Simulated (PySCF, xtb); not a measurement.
3-ethynylthiophene (C₆H₄S), SMILES C#Cc1ccsc1.

Harmonic wavenumbers (cm⁻¹) from GFN2-xTB run with xtb at its own minimum, in rising order: 135, 135, 356, 414, 435, 487, 562, 630, 662, 666, 737, 761, 825, 836, 871, 944, 1077, 1123, 1181, 1361, 1453, 1544, 2259, 3134, 3164, 3166, 3398.

Problem. What does PBE-D3(BJ)/def2-SVP (PySCF) give at its own minimum? (The exact figures need the calculation; the answer reports its results.)

Solution. 148, 153, 412, 468, 481, 513, 601, 638, 639, 657, 662, 765, 818, 864, 867, 923, 1049, 1129, 1192, 1361, 1425, 1526, 2154, 3162, 3192, 3197, 3409. Paired by order, the mean absolute difference is 27 cm⁻¹ and the zero-point energies are 46.2 and 46.3 kcal/mol.
